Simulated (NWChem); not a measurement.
System meant: GeNH2Cl2F; SMILES [NH2][Ge]([F])([Cl])[Cl]

The following NWChem deck was run.

```
start job
memory heap 200 mb stack 900 mb global 1100 mb
geometry units angstroms noautoz
  N      1.632461    -0.152055     1.217109
  Ge     0.323466     0.002185    -0.035085
  F      1.055246    -0.017912    -1.615409
  Cl    -0.984645    -1.694342     0.123716
  Cl    -0.812175     1.840279     0.014491
  H      2.056523     0.747791     1.472719
  H      1.291473    -0.617983     2.066390
end
basis spherical
  * library def2-svp
end
dft
  xc pbe0
  iterations 4
  mulliken
end
task dft energy
```

End of the output:

```
    Atom       Charge   Shell Charges
 -----------   ------   -------------------------------------------------------
    1 N    7     7.19   1.97  0.73  0.46  2.19  1.82  0.03
    2 Ge  32    31.80   2.00  2.00  1.92  0.74  0.30  5.99  5.81  1.24  0.91  7.85  2.04  0.98
    3 F    9     9.21   1.98  1.03  0.77  3.20  2.23  0.01
    4 Cl  17    16.98   2.00  1.96  1.05  0.79  5.82  2.24  3.12  0.02
    5 Cl  17    17.00   2.00  1.96  1.05  0.79  5.82  2.24  3.13  0.02
    6 H    1     0.91   0.58  0.20  0.12
    7 H    1     0.91   0.58  0.20  0.12

 center of mass
 --------------
 x =  -0.00999387 y =   0.00098070 z =  -0.05553101

 moments of inertia (a.u.)
 ------------------
        1060.512591710420          -0.000000000000          -0.000000000000
          -0.000000000000         733.161680731803          -0.000000000000
          -0.000000000000          -0.000000000000        1248.607005480166

     Multipole analysis of the density
     ---------------------------------

     L   x y z        total         alpha         beta         nuclear
     -   - - -        -----         -----         ----         -------
     0   0 0 0     -0.000000    -42.000000    -42.000000     84.000000

     1   1 0 0      0.174526      0.087263      0.087263     -0.000000
     1   0 1 0      0.144033      0.072016      0.072016     -0.000000
     1   0 0 1      1.228785      0.614392      0.614392      0.000000

     2   2 0 0    -40.714074   -136.349835   -136.349835    231.985597
     2   1 1 0      1.635853      0.474390      0.474390      0.687073
     2   1 0 1      3.000955     -4.930389     -4.930389     12.861733
     2   0 2 0    -39.755479   -212.346660   -212.346660    384.937840
     2   0 1 1      0.307601      0.490975      0.490975     -0.674349
     2   0 0 2    -37.354257    -91.346405    -91.346405    145.338554

 ------------------------------------------------------------------------
 dft energy failed                                                                                  0
 ------------------------------------------------------------------------
 ------------------------------------------------------------------------
  current input line :
    20: task dft energy
 ------------------------------------------------------------------------
 ------------------------------------------------------------------------
 This type of error is most commonly associated with calculations not reaching convergence criteria
 ------------------------------------------------------------------------
 For more information see the NWChem manual at https://nwchemgit.github.io

0:dft energy failed:Received an Error in Communication
```

Problem. Can this run be used? If not, why, and what is the fix?

Solution. Convergence was not reached. Cause: the SCF was allowed too few iterations. This input runs:
```
start job
memory heap 200 mb stack 900 mb global 1100 mb
geometry units angstroms noautoz
  N      1.632461    -0.152055     1.217109
  Ge     0.323466     0.002185    -0.035085
  F      1.055246    -0.017912    -1.615409
  Cl    -0.984645    -1.694342     0.123716
  Cl    -0.812175     1.840279     0.014491
  H      2.056523     0.747791     1.472719
  H      1.291473    -0.617983     2.066390
end
basis spherical
  * library def2-svp
end
dft
  xc pbe0
  iterations 150
  mulliken
end
task dft energy
```
It converges to -3151.95375 Ha (PBE0/def2-SVP).
